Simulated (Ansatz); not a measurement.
Mulliken charges of `O[Si@H](Cl)[Si@@H](O)F` from r2SCAN/def2-TZVPP in Ansatz (PBE0-D4/def2-TZVP geometry).

```tsv
atom	x (Å)	y (Å)	z (Å)	charge (e)
O1	-0.529	0.315	-1.989	-0.397
Si2	-0.483	-0.846	-0.840	0.619
F3	0.402	-2.093	-1.309	-0.314
Si4	0.543	0.061	1.075	0.502
O5	-0.468	0.955	2.004	-0.392
Cl6	2.026	1.258	0.246	-0.272
H7	0.257	0.858	-2.090	0.211
H8	-1.876	-1.320	-0.684	-0.095
H9	1.201	-0.881	2.004	-0.069
H10	-0.992	1.641	1.586	0.206
```

Task: By hand: the dipole of these point charges (1 e Å = 4.8032 D).

Result: Σ q r = (-0.365, 0.028, 0.180) e Å, of length 0.408 e Å = 1.96 D.

Task: How does the dipole of the full density compare? (An estimate is asked.)

Result: Computed: (-0.188, 0.268, 0.051) e Å, 1.59 D; the point charges give 1.23 times that, at 51° from its direction.

Point charges leave out the atoms' own dipoles, such as those of lone pairs, and Mulliken's split depends on the basis, so the two needn't agree.
